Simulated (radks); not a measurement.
Values are calculated unless marked as measured or tabulated.
All-electron atom: the nickel ion Ni+ in [Ar] 3d9. Level of theory: scalar-relativistic Kohn-Sham, LDA (Slater exchange, Perdew-Wang correlation), spin-polarised, spherical densities, finite nucleus; open shells are filled with parallel spins first; Fermi nuclear charge, rms radius 3.7757 fm (a radial shooting solver on a logarithmic mesh with Libxc functionals).

Unscreened Slater integrals over Kohn-Sham orbitals (cm^-1). They are taken over the spin-up orbitals.

\begin{tabular}{lr}
integral & value \\ \hline
F0(3d,3d) & 196270 \\
F2(3d,3d) & 87028 \\
F4(3d,3d) & 53464 \\
F0(3d,3p) & 220590 \\
F2(3d,3p) & 100990 \\
G1(3d,3p) & 124960 \\
G3(3d,3p) & 74946 \\
F0(3d,3s) & 225330 \\
G2(3d,3s) & 93884 \\
F0(3p,3p) & 252910 \\
F2(3p,3p) & 125710 \\
F0(3p,3s) & 258970 \\
G1(3p,3s) & 170950 \\
F0(3s,3s) & 265590 \\
\end{tabular}

Derived for the open shells (J is the average intra-shell exchange parameter used in DFT+U). 3d: Racah B = F2/49 - 5 F4/441 = 1170 cm^-1, C = 35 F4/441 = 4243 cm^-1, C/B = 3.63, F4/F2 = 0.614, J = (F2 + F4)/14 = 10040 cm^-1.
